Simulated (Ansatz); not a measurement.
`CC(F)(F)OCF` and `COC(C)(F)F` differ in one atom or group.

Ansatz, PBE0-D4/def2-TZVP geometries, multiplicity 1. Each molecule was computed in one conformer, which needn't be the lowest.

```
                                          property  `CC(F)(F)OCF`
           HOMO–LUMO gap (ωB97M-V/def2-TZVPP) / eV          15.15
size of the dipole moment (ωB97M-V/def2-TZVPP) / D           1.77
               LUMO energy (B3LYP/def2-TZVPP) / eV           1.19
               HOMO energy (B3LYP/def2-TZVPP) / eV          -9.50
    size of the dipole moment (PBE/def2-TZVPP) / D           1.68
                 LUMO energy (PBE/def2-TZVPP) / eV           0.77
```

Problem. Give the same properties after the change, and the shifts. (Best estimate.)

Solution. The calculation gave: 
```
                                          property  `COC(C)(F)F`  shift
           HOMO–LUMO gap (ωB97M-V/def2-TZVPP) / eV         13.66  -1.49
size of the dipole moment (ωB97M-V/def2-TZVPP) / D          3.01   1.24
               LUMO energy (B3LYP/def2-TZVPP) / eV          0.84  -0.35
               HOMO energy (B3LYP/def2-TZVPP) / eV         -8.39   1.11
    size of the dipole moment (PBE/def2-TZVPP) / D          2.82   1.14
                 LUMO energy (PBE/def2-TZVPP) / eV          0.42  -0.35
```

With PBE0 the HOMO rises by 1.11 eV and the LUMO falls by 0.38 eV, so the gap narrows by about 1.49 eV. PBE moves the HOMO by 0.97 eV and ωB97M-V by 1.14 eV. Dipoles are sizes alone; their direction can turn.

Positive LUMOs are unbound, so they and the gaps depend on the basis.

B3LYP here is the variant with VWN-RPA as its local correlation; programs differ in this.
